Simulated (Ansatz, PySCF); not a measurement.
Gas-phase reaction in SMILES: F[SiH2][SiH2] → F[SiH2][SiH2-] (an electron is taken up)
Geometries: B3LYP-D3(BJ)/def2-TZVP minima from Ansatz (an electronic-structure program), one conformer each, not searched for the lowest.

Wanted: adiabatic electron affinity (0 K, with B3LYP-D3(BJ) harmonic zero-point energies from PySCF), positive where the reaction releases energy, in eV. Valence correlation only, unless marked. UHF or UKS for open shells. Spin-orbit coupling is left out. Non-relativistic. Anions need diffuse functions: aug- sets have them; def2-D sets add few; the other sets have none. CBS(X,Y): correlation extrapolated as X^-3; Hartree-Fock from the larger set.

CCSD(T)/CBS(aug-cc-pV(T+d)Z,aug-cc-pV(Q+d)Z) (Ansatz) gives 2.03 eV.

### Question
Another calculation gave 1.87 eV. Which level was it?
A. LC-wPBE/def2-TZVPD (Ansatz)
B. SVWN5/def2-TZVPD (Ansatz)
C. wB97M-V/def2-TZVPD (Ansatz)
D. BHLYP/def2-TZVPD (Ansatz)

### Answer
A, LC-wPBE/def2-TZVPD (Ansatz). The others give 2.07 (wB97M-V), 1.76 (BHLYP), 2.26 (SVWN5) eV.
